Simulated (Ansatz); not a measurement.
`[Cl][Zr]([Cl])([Cl])[Cl]` and `[OH][Zr]([Cl])([Cl])[Cl]` differ in one atom or group.

Ansatz, PBE0-D4/def2-TZVP geometries, multiplicity 1. Each molecule was computed in one conformer, which needn't be the lowest.

Elements past krypton have def2 core potentials.

```csv
property,`[Cl][Zr]([Cl])([Cl])[Cl]`
HOMO–LUMO gap (B3LYP/def2-TZVPP) / eV,6.60
LUMO energy (PBE/def2-TZVPP) / eV,-3.41
HOMO–LUMO gap (PBE/def2-TZVPP) / eV,4.92
LUMO energy (ωB97M-V/def2-TZVPP) / eV,-0.54
size of the dipole moment (ωB97M-V/def2-TZVPP) / D,0.00
HOMO–LUMO gap (PBE0/def2-TZVPP) / eV,7.07
```

Problem. What does the change do to each property? (Best estimate.)

Solution. Ansatz gave: 
```tsv
property	`[OH][Zr]([Cl])([Cl])[Cl]`	shift
HOMO–LUMO gap (B3LYP/def2-TZVPP) / eV	6.87	0.27
LUMO energy (PBE/def2-TZVPP) / eV	-2.73	0.68
HOMO–LUMO gap (PBE/def2-TZVPP) / eV	5.18	0.26
LUMO energy (ωB97M-V/def2-TZVPP) / eV	0.16	0.70
size of the dipole moment (ωB97M-V/def2-TZVPP) / D	2.94	2.94
HOMO–LUMO gap (PBE0/def2-TZVPP) / eV	7.36	0.29
```

With PBE0 the HOMO rises by 0.42 eV and the LUMO rises by 0.71 eV, so the gap widens by about 0.29 eV. PBE moves the HOMO by 0.41 eV and ωB97M-V by 0.42 eV. The zero-point energy changes by 29.1 kJ/mol with +3 modes.

B3LYP here is the variant with VWN-RPA as its local correlation; programs differ in this.
